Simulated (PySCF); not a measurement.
**Field gradients at the hydrogen positions**

Species: C4H13FSi4.
Geometry (GFN2-xTB, Å), atoms numbered from 1 in this order:
```xyz
22
C4H13FSi4 angstrom
C      1.943   -2.263    0.659
C      1.852   -1.724   -0.544
C      1.788   -0.268   -0.816
Si     0.041    0.253   -1.442
Si    -0.270    2.598   -1.306
Si    -1.871    2.252    0.383
F     -1.228    2.684    1.822
Si    -1.707   -0.095    0.139
C     -1.278   -1.074    1.717
H      2.014   -1.654    1.546
H      1.962   -3.329    0.812
H      1.788   -2.362   -1.417
H      2.029    0.291    0.088
H      2.528   -0.005   -1.574
H     -0.075   -0.402   -2.762
H      0.896    3.440   -1.005
H     -0.821    3.215   -2.520
H     -3.120    3.009    0.482
H     -2.928   -0.730   -0.399
H     -2.138   -1.177    2.373
H     -0.916   -2.072    1.484
H     -0.499   -0.567    2.279
```

Level: PBE0/pcSseg-1 (PySCF, non-relativistic); Q(2H) = 0.00286 b; rigid geometry, the same for H and D, with no vibrational averaging.

Question: Rank these positions by the coupling χzz of a deuteron there, largest first.
A. H15 (Si–H hydrogen)
B. H16 (Si–H hydrogen)
C. H11 (vinylic hydrogen)
D. H13 (methylene hydrogen)
E. H22 (methyl hydrogen)

Answer: C (228 kHz), E (217 kHz), D (209 kHz), B (110 kHz), A (105 kHz).

Q: Give the electric field gradient Vzz (the principal value of largest size), its asymmetry and the 2H coupling at each hydrogen.

A: 
```json
{"atom": "H10", "bonded to": "C1", "bond length (Å)": "1.078", "Vzz (au)": "0.3357", "η": "0.06", "χzz (kHz)": "226"}
{"atom": "H11", "bonded to": "C1", "bond length (Å)": "1.077", "Vzz (au)": "0.3392", "η": "0.06", "χzz (kHz)": "228"}
{"atom": "H12", "bonded to": "C2", "bond length (Å)": "1.083", "Vzz (au)": "0.3224", "η": "0.05", "χzz (kHz)": "217"}
{"atom": "H13", "bonded to": "C3", "bond length (Å)": "1.091", "Vzz (au)": "0.3108", "η": "0.03", "χzz (kHz)": "209"}
{"atom": "H14", "bonded to": "C3", "bond length (Å)": "1.091", "Vzz (au)": "0.3116", "η": "0.04", "χzz (kHz)": "209"}
{"atom": "H15", "bonded to": "Si4", "bond length (Å)": "1.479", "Vzz (au)": "0.1563", "η": "0.03", "χzz (kHz)": "105"}
{"atom": "H16", "bonded to": "Si5", "bond length (Å)": "1.470", "Vzz (au)": "0.1636", "η": "0.01", "χzz (kHz)": "110"}
{"atom": "H17", "bonded to": "Si5", "bond length (Å)": "1.470", "Vzz (au)": "0.1636", "η": "0.01", "χzz (kHz)": "110"}
{"atom": "H18", "bonded to": "Si6", "bond length (Å)": "1.463", "Vzz (au)": "0.1632", "η": "0.03", "χzz (kHz)": "110"}
{"atom": "H19", "bonded to": "Si8", "bond length (Å)": "1.478", "Vzz (au)": "0.1566", "η": "0.02", "χzz (kHz)": "105"}
{"atom": "H20", "bonded to": "C9", "bond length (Å)": "1.087", "Vzz (au)": "0.3233", "η": "0.01", "χzz (kHz)": "217"}
{"atom": "H21", "bonded to": "C9", "bond length (Å)": "1.087", "Vzz (au)": "0.3215", "η": "0.00", "χzz (kHz)": "216"}
{"atom": "H22", "bonded to": "C9", "bond length (Å)": "1.086", "Vzz (au)": "0.3231", "η": "0.01", "χzz (kHz)": "217"}
```

Q: Average by the element that carries the hydrogen.

A: on C: 217 kHz over 8 positions, mean bond length 1.085 Å; on Si: 108 kHz over 5 positions, mean bond length 1.472 Å.

Q: How does χzz go with the bond length over the 8 C–H bonds?

A: A straight-line fit has a slope of -12.3 kHz for each 0.01 Å, with a correlation coefficient of -0.97, over lengths from 1.077 to 1.091 Å. The longer bonds have the smaller couplings here.

Q: Give the 2H NMR doublet splittings at H16 for a magnetic field along the z, y and x axes of the gradient: 3χ/2, 3χ(1 + η)/4, 3χ(1 − η)/4.

A: With |χ| = 110.0 kHz and η = 0.008: 165, 83 and 82 kHz, to first order and without motion.

The structure is a single GFN2-xTB conformer in the gas phase; no vibrational or solvent corrections. GFN2-xTB bond lengths can be off by several hundredths of an ångström, more for odd bonds, and the gradients follow them. A larger basis could move these couplings by a tenth or more.

The run behind these numbers computed NMR shieldings as well. Time: 2.1 min wall (with the writing of density and orbital grids); peak memory 1.1 GiB. Hardware: one thread of an Arm Neoverse V2, shared host with 32 logical CPUs at a one-minute load of 30.
